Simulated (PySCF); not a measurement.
**Where the electron goes**

Species: C₄H₉O₂P.
Cartesian coordinates in Å at the GFN2-xTB level; atoms count from 1:
```
atom  x, y, z in Å
C1     2.4573   -0.2226   -0.2036
C2     1.3425   -0.3583   -0.8981
C3     0.1346   -1.0801   -0.4158
P4    -1.2263    0.1488   -0.2340
C5    -0.7348    1.2605    1.1310
O6    -1.6479    0.8073   -1.4759
O7    -2.4306   -0.7227    0.4074
H8     2.5751   -0.6642    0.7732
H9     3.3018    0.3251   -0.5843
H10    1.2383    0.0941   -1.8753
H11   -0.2093   -1.8046   -1.1586
H12    0.3088   -1.5853    0.5328
H13   -1.5119    2.0120    1.2471
H14    0.1993    1.7476    0.8668
H15   -0.6170    0.7016    2.0530
H16   -3.1875   -0.6504   -0.1770
```

Theory: PySCF 2.14.0, density-fitted response routines, TDDFT CAM-B3LYP/def2-SVPD, vertical, gas phase, core orbitals frozen in the response.

Frontier orbitals with the atoms that hold most of them (Löwdin shares over 4%, at most four atoms; ? is withheld):

```
orbital  ε (eV)                            atoms
 HOMO-3  -11.11      O7 50%, O6 9%, C3 8%, P4 7%
 HOMO-2   -9.93     O6 63%, O7 10%, P4 9%, C2 6%
 HOMO-1   -9.79    O6 51%, C2 10%, C1 10%, P4 9%
   HOMO   -8.88                                ?
   LUMO    0.86                                ?
 LUMO+1    1.08     O7 18%, C5 11%, C1 8%, C3 8%
 LUMO+2    1.60  O7 23%, C1 18%, H16 11%, H8 10%
```

Question: Give the leading atoms of the LUMO.

Answer: C2 (bonded to 2 C and H) 28%; C1 (bonded to C and 2 H) 28%; H8 (bonded to C) 7%; C3 (bonded to C, P and 2 H) 6%. By element: carbon 63% or more, hydrogen 7% or more.

Question: Give the leading atoms of the HOMO.

Answer: C1 (bonded to C and 2 H) 24%; C2 (bonded to 2 C and H) 19%; O6 (bonded to P) 18%; C3 (bonded to C, P and 2 H) 12%. By element: carbon 55% or more, oxygen 18% or more.

Question: The HOMO–LUMO gap is 9.74 eV. Where does the response calculation put the lowest singlet, and from which orbitals?

Answer: S1 is at 6.87 eV (f = 0.229), 2.87 eV below the gap, made of HOMO→LUMO (94%). Without the coupling terms of the response equations the lowest excitation would equal the gap.

Question: Give energy, strength and leading configuration of S1 and S2, and follow the Löwdin shares of the leading atoms from the occupied to the empty orbital.

Answer: 
- S1 (6.87 eV, f 0.229), HOMO→LUMO (94%): C1 24% → 28%, C2 19% → 28%
- S2 (7.23 eV, f 0.0038), HOMO→LUMO+1 (77%): C1 24% → 8%, C2 19% → at most 9%, O7 at most 12% → 18%, C5 at most 12% → 11%

Löwdin shares depend on the basis, the more so with diffuse functions.

One conformer stands for the species.
